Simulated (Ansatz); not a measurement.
A CCSD(T) single point on CH$_{6}$BFSi, SMILES `BC[SiH2]F`.

```yaml
crystal:
  periodic: [false, false, false]
  atoms:
    - {symbol: B, position_ang: [-1.485814, 0.520723, -0.041612]}
    - {symbol: C, position_ang: [-0.408376, -0.522494, -0.378704]}
    - {symbol: Si, position_ang: [1.266505, -0.009985, 0.278358]}
    - {symbol: F, position_ang: [2.319420, -1.146496, -0.128849]}
    - {symbol: H, position_ang: [-1.699281, 1.439073, -0.779707]}
    - {symbol: H, position_ang: [-2.092608, 0.461782, 0.988920]}
    - {symbol: H, position_ang: [-0.235892, -0.642527, -1.454189]}
    - {symbol: H, position_ang: [-0.579945, -1.497772, 0.090576]}
    - {symbol: H, position_ang: [1.269375, 0.086593, 1.757192]}
    - {symbol: H, position_ang: [1.729716, 1.259901, -0.329185]}
basis:
  gaussian: {orbitals: def2-SVP}
correlation: {method: ccsd_t}
```

```sh
$ ansatz run in.yaml --threads 2 --pin off --events-out ev --progress --plain --max-ram 4352MiB
```

The program prints (abridged):

```
Functional definition: HF
894 factors; integrals over basis functions are off by at most 1.2e-3 eV
mean field evaluation 1: about -12358.1725 eV, gradient 3.1e1 eV
mean field evaluation 2: about -12358.2019 eV, gradient 3.1e1 eV
mean field evaluation 4: about -12360.6335 eV, gradient 3.1e0 eV
mean field evaluation 8: about -12360.6679 eV, gradient 2.0e-1 eV
mean field evaluation 16: about -12360.6290 eV, gradient 7.4e-1 eV
mean field -12360.66818429 eV, -454.2461774108 hartree, gradient 8.0e-6 eV, S^2 0.000000; 0 other end points of the search recorded, 0 dependent functions left out
8 core orbitals not correlated: weight in the atoms' cores, before any rotation towards them, 1.000 or more for the frozen orbitals, at most 0.000 for the correlated occupied ones
reference -12360.66818429 eV, -454.2461774108 hartree; 12, 12 occupied and 70, 70 virtual orbitals, 894 factors
second order -13.87999002 eV of doubles, -0.00000000 eV of singles
cycle   1  -14.70926251 eV  change   -8.3e-1 eV  update   8.6e-2
cycle   2  -15.09803114 eV  change   -3.9e-1 eV  update   2.5e-2
cycle   3  -15.18340964 eV  change   -8.5e-2 eV  update   1.3e-2
cycle   4  -15.18153955 eV  change    1.9e-3 eV  update   3.1e-3
cycle   5  -15.17992134 eV  change    1.6e-3 eV  update   1.4e-3
cycle   6  -15.17978157 eV  change    1.4e-4 eV  update   5.2e-4
cycle   7  -15.17970513 eV  change    7.6e-5 eV  update   2.2e-4
cycle   8  -15.17965480 eV  change    5.0e-5 eV  update   7.5e-5
cycle   9  -15.17966221 eV  change   -7.4e-6 eV  update   3.0e-5
cycle  10  -15.17966940 eV  change   -7.2e-6 eV  update   1.2e-5
perturbative correction -0.33338457 eV, -0.0122516571 hartree
Total energy: -12376.18123826 eV, -454.8162716293 hartree
```

It took 3.1 s on 2 threads of an Arm Neoverse V2 on a shared host, with 0.43 GiB of host memory at the peak.

Correlation energy per correlated electron: -0.646 eV. T1 diagnostic: 0.0110.
